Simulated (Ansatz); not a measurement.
C$_{2}$H$_{5}$Cl$_{2}$Ga (`C[CH2][Ga]([Cl])[Cl]`), relaxed with RKS PBE0-D4/def2-TZVP in the Gaussian-basis code of Ansatz from a GFN2-xTB geometry. The force threshold is 0.005 eV/Å; the program also tests the step.

The species carries charge 0 and has multiplicity 1.

Start:

```xyz
10

C     0.409    1.109   -0.692
C    -0.294   -0.243   -0.662
Ga   -0.258   -1.074    1.234
Cl    0.813   -0.181    2.812
Cl   -1.274   -2.856    1.719
H    -0.093    1.823   -0.038
H     0.411    1.513   -1.705
H     1.443    1.016   -0.357
H     0.185   -0.952   -1.345
H    -1.342   -0.155   -0.966
```

```json
{"step": "1", "energy (eV)": "-79566.2737", "largest force (eV/Å)": "1.376", "largest move (Å)": "0.000"}
{"step": "2", "energy (eV)": "-79566.3717", "largest force (eV/Å)": "0.344", "largest move (Å)": "0.072"}
{"step": "3", "energy (eV)": "-79566.3819", "largest force (eV/Å)": "0.052", "largest move (Å)": "0.031"}
{"step": "4", "energy (eV)": "-79566.3826", "largest force (eV/Å)": "0.017", "largest move (Å)": "0.015"}
{"step": "5", "energy (eV)": "-79566.3827", "largest force (eV/Å)": "0.008", "largest move (Å)": "0.008"}
{"step": "6", "energy (eV)": "-79566.3828", "largest force (eV/Å)": "0.005", "largest move (Å)": "0.015"}
{"step": "7", "energy (eV)": "-79566.3828", "largest force (eV/Å)": "0.006", "largest move (Å)": "0.009"}
{"step": "8", "energy (eV)": "-79566.3828", "largest force (eV/Å)": "0.003", "largest move (Å)": "0.007"}
{"step": "9", "energy (eV)": "-79566.3829", "largest force (eV/Å)": "0.010", "largest move (Å)": "0.030"}
{"step": "10", "energy (eV)": "-79566.3830", "largest force (eV/Å)": "0.014", "largest move (Å)": "0.029"}
{"step": "11", "energy (eV)": "-79566.3830", "largest force (eV/Å)": "0.011", "largest move (Å)": "0.021"}
{"step": "12", "energy (eV)": "-79566.3830", "largest force (eV/Å)": "0.007", "largest move (Å)": "0.014"}
{"step": "13", "energy (eV)": "-79566.3830", "largest force (eV/Å)": "0.003", "largest move (Å)": "0.004"}
```

End:

```xyz
10

C     0.429    1.099   -0.699
C    -0.298   -0.235   -0.604
Ga   -0.270   -1.047    1.175
Cl    0.706   -0.127    2.845
Cl   -1.201   -2.919    1.633
H    -0.002    1.845   -0.029
H     0.377    1.499   -1.716
H     1.485    1.005   -0.436
H     0.126   -0.978   -1.287
H    -1.353   -0.142   -0.882
```

Run time 71 s (4 threads of an Arm Neoverse V1 on a shared host); peak host memory 0.73 GiB.
